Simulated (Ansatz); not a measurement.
Ansatz (a first-principles code) input:

Ansatz 0.2 input:
```yaml
crystal:
  periodic: [false, false, false]
  atoms:
    - {symbol: Nb, position_ang: [0.11049994, -0.10451689, -0.22926651]}
    - {symbol: O, position_ang: [-1.43258681, -0.80977544, 0.22093357]}
    - {symbol: O, position_ang: [-0.52120919, 1.50638418, -0.41412840]}
    - {symbol: F, position_ang: [1.23331892, -0.14307527, 1.21616508]}
basis:
  gaussian:
    orbitals: def2-TZVPD
hamiltonian:
  xc: {name: BLYP}
total_charge: 1
magnetization: {spin_polarized: true, initial_magnetization: 1}
output: {forces: true}
```

Which total energy does the run end on?

-307.13088 Eh (BLYP/def2-TZVPD). The basis has 160 functions.

The spin state was set by rule; other spins were not relaxed.
